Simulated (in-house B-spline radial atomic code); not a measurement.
Mo⁺. Computed with a B-spline radial atomic code. Model: all-electron spherical atom, spin shells full or empty, radial basis limit, no spin-orbit coupling, Breit or QED, empty-state partial waves extrapolated as (l+1/2)^-4, RPA, G0W0 and static COHSEX of the highest shell as one setting changes (uncorrelated shells keep exact exchange).

Given: element Mo; charge 1; filled core Kr; hamiltonian one-electron scalar X2C; mean-field start LDA VWN5; highest l of empty states 9; nuclear rms radius 4.4091 fm; highest mean-field shell 4d up.

Shell: 4d 5 0 (electrons up and down).

```tsv
lowest nl shells left uncorrelated	RPA correlation energy (hartree)	G0W0 level (eV)	G0W0 minus most complete (meV)	COHSEX level (eV)	linearised minus solved G0W0 (meV)
0	-3.0743	-16.189	0	-19.613	447.2
1	?	?	?	?	?
2	-2.7231	-16.187	1.9	-19.611	447.2
3	-2.1912	-16.182	7.1	-19.614	447.1
4	-2.0132	-16.179	10.3	-19.604	446.9
5	-1.4975	-16.167	22.7	-19.568	445.2
6	-0.71813	-16.119	70.6	-19.427	442.8
7	?	?	?	?	?
8	-0.1676	-15.989	199.9	-18.856	500.7
```

(1) What follows for lowest nl shells left uncorrelated = 7?

(2) What follows for lowest nl shells left uncorrelated = 1?

Results:

(1) RPA correlation energy -0.57186 hartree; G0W0 level -16.1 eV; G0W0 minus most complete 89.3 meV; COHSEX level -19.349 eV; linearised minus solved G0W0 450 meV.

(2) RPA correlation energy -2.9108 hartree; G0W0 level -16.189 eV; G0W0 minus most complete 0.1 meV; COHSEX level -19.613 eV; linearised minus solved G0W0 447.2 meV.
